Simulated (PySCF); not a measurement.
**Excitation energy of O⁺ by level of theory**

O⁺ [He] 2s2 2p3 (4S) → O⁺ [He] 2s2 2p2 3d1 (high-spin determinant), as a difference of total energies. All numbers are calculated (PySCF 2.14, no relativity, point nucleus, in aug-cc-pV5Z (7s6p5d4f3g2h, 127 functions)). Correlated levels: valence: 1s2 frozen. The calculations carry no spin-orbit coupling.

```tsv
method	excitation energy (eV)
UHF	29.651
LDA	29.667
PBE	29.151
PBE0	29.430
r2SCAN	29.792
LC-wPBE	29.945
MP2 (valence)	30.026
SCS-MP2 (valence)	29.800
```

Problem. Estimate what TPSS gives.

Solution. 29.277 eV, closest to PBE among the rows shown.

Problem. Estimate what TPSSh gives.

Solution. 29.387 eV, closest to PBE0 among the rows shown.

A first-order spin-orbit estimate (lowest level to lowest level, LS coupling) adds -0.018 eV.

The promoted electron is Rydberg-like, and one or two diffuse shells describe it only roughly, which tends to raise the upper state.

The determinant of the upper state mixes LS terms, which raises its energy above the lowest term, most at the Hartree-Fock and MP2 levels.
